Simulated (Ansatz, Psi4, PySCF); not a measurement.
Species: CH₄BO₃, charge 0, multiplicity 2. SMILES: COB([O])O
Coordinates optimised at B3LYP-D3(BJ)/def2-TZVP (Ansatz, an electronic-structure program):
```
O
B 1 1.3509
O 2 1.3740 1 119.63
O 2 1.3742 1 122.61 3 180.00
H 4 0.9626 2 114.97 1 180.00
C 1 1.4283 2 120.66 3 -180.00
H 6 1.0879 1 106.97 2 -180.00
H 6 1.0911 7 109.48 1 120.28
H 6 1.0911 7 109.48 8 119.43
```
Charge 0, spin multiplicity 2.

Property: atomisation energy, in kcal/mol. Conventions: 6-311+G** with 5d; no spin-orbit coupling; 6-31G* and kin with 6d, 5d where marked; non-relativistic; atomisation electronic, to ground-state atoms; no dispersion term unless named; open shells spin-unrestricted; frozen cores in correlated levels. Basis-set limits of correlation are two-point, X^-3; Hartree-Fock from the larger set. First-principles rows: single points at B3LYP-D3(BJ) geometries (Ansatz).

Coupled cluster (Ansatz) is a level with limits of its own, used here on species with T1 under 0.025 (0.045 for open shells) and stable references: CCSD(T)/CBS(cc-pVTZ,cc-pVQZ).

Value to compare with, CCSD(T)/CBS(cc-pVTZ,cc-pVQZ) (Ansatz): 887.5 kcal/mol.

```json
[
 {"level": "HF/STO-3G", "program": "Ansatz", "atomisation energy (kcal/mol)": "710.6", "difference": "-176.9"},
 {"level": "HF/6-311+G**", "program": "Ansatz", "atomisation energy (kcal/mol)": "638.3", "difference": "-249.2"},
 {"level": "PBE/STO-3G", "program": "Ansatz", "atomisation energy (kcal/mol)": "1024.5", "difference": "137.0"},
 {"level": "PBE/6-311+G**", "program": "Ansatz", "atomisation energy (kcal/mol)": "904.5", "difference": "17.0"},
 {"level": "BP86/def2-SVP", "program": "PySCF", "atomisation energy (kcal/mol)": "926.0", "difference": "38.5"},
 {"level": "BP86/6-31G* (5d)", "program": "PySCF", "atomisation energy (kcal/mol)": "916.6", "difference": "29.1"},
 {"level": "B3LYP/STO-3G", "program": "Ansatz", "atomisation energy (kcal/mol)": "980.6", "difference": "93.1"},
 {"level": "B3LYP/3-21G", "program": "Ansatz", "atomisation energy (kcal/mol)": "858.7", "difference": "-28.8"},
 {"level": "B3LYP/6-31G", "program": "Ansatz", "atomisation energy (kcal/mol)": "835.2", "difference": "-52.3"},
 {"level": "B3LYP/6-311+G**", "program": "Ansatz", "atomisation energy (kcal/mol)": "877.1", "difference": "-10.4"},
 {"level": "M06-2X/6-311+G**", "program": "PySCF", "atomisation energy (kcal/mol)": "886.6", "difference": "-0.9"},
 {"level": "wB97X-D/6-311+G**", "program": "Psi4", "atomisation energy (kcal/mol)": "868.5", "difference": "-19.0"},
 {"level": "MP2/STO-3G", "program": "Ansatz", "atomisation energy (kcal/mol)": "806.3", "difference": "-81.2"},
 {"level": "wB97X-V/def2-TZVPD", "program": "Ansatz", "atomisation energy (kcal/mol)": "888.5", "difference": "1.0"}
]
```

Among the 13 habitual levels, HF/6-311+G** lies farthest from CCSD(T)/CBS(cc-pVTZ,cc-pVQZ) (Ansatz) (-249.2 kcal/mol) and M06-2X/6-311+G** nearest (-0.9); 5 of 13 lie above it, and their mean absolute difference is 71.8 kcal/mol, the median 38.5. One case shows no general order.

The levels are drawn from those run, B3LYP/6-31G* more often than the rest, none by its result; left out are runs that failed, that the program found above a lower state of the same kind, or whose <S^2> lies over 0.5 above the pure value.
